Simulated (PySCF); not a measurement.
C₂H₇ClOSi₂, SMILES C=C([SiH3])O[SiH2]Cl. Atoms are numbered in the order given.

```xyz
13

C     -1.1129     0.4651     1.3756
C     -1.1502    -0.2486     0.2287
Si    -2.7091    -1.0904    -0.4496
O     -0.0595    -0.4447    -0.5963
Si     1.5709    -0.3644    -0.1741
Cl     2.2047     1.5920     0.1368
H     -0.2022     0.9783     1.7273
H     -2.0233     0.5719     1.9822
H     -2.4784    -2.5725    -0.5621
H     -3.8556    -0.8210     0.4836
H     -3.0229    -0.5533    -1.8181
H      1.7978    -1.1278     1.0942
H      2.2957    -0.9128    -1.3560
```

Geometry optimised at PBE-D3(BJ)/def2-SVP. The structure was generated by enumeration, and PubChem lists no compound with its InChIKey, so it may never have been made. The values are those of a single conformer.

The numbers are results of PBE-D3(BJ)/def2-SVP in PySCF 2.14.0, not measurements.

Frequencies are harmonic and unscaled.

```tsv
mode	ν (cm⁻¹)	IR (km/mol)	moving atoms (share of kinetic energy)
1	35	0.2	Si 28 %, Cl 23 %, C 19 %, O 17 %, H 13 %
2	82	1.5	Cl 34 %, C 20 %, H 17 %, Si 16 %, O 13 %
3	127	0.2	H 78 %, C 9 %
4	145	1.3	H 37 %, C 25 %, O 21 %, Si 17 %
5	167	2.0	Si 32 %, Cl 25 %, C 18 %, H 13 %, O 12 %
6	261	6.1	O 25 %, C 25 %, Si 23 %, H 20 %
7	358	1.1	H 49 %, C 41 %
8	392	13.5	Si 44 %, O 20 %, H 20 %, C 15 %
9	528	50.0	Si 46 %, Cl 42 %
10	575	15.6	H 60 %, Si 23 %, C 9 %
11	618	58.6	H 76 %, Si 16 %
12	664	18.2	H 50 %, C 29 %, Si 11 %, O 10 %
13	668	26.1	H 62 %, C 27 %, Si 9 %
14	711	3.9	H 91 %
15	737	13.4	H 75 %, C 13 %
16	765	33.6	O 32 %, H 31 %, Si 19 %, C 19 %
17	837	33.9	H 72 %, C 28 %
18	859	514.8	H 82 %, Si 15 %
19	885	72.8	H 90 %, Si 10 %
20	899	57.2	H 95 %
21	900	93.8	H 96 %
22	917	33.5	H 97 %
23	995	103.2	H 39 %, O 37 %, C 20 %
24	1206	198.8	C 63 %, O 23 %, H 13 %
25	1350	9.5	H 84 %, C 14 %
26	1618	71.4	C 89 %, H 10 %
27	2166	67.3	H 99 %
28	2175	87.6	H 96 %
29	2184	92.9	H 96 %
30	2195	76.7	H 97 %
31	2237	87.4	H 96 %
32	3077	1.7	H 94 %
33	3184	0.9	H 90 %, C 10 %
```
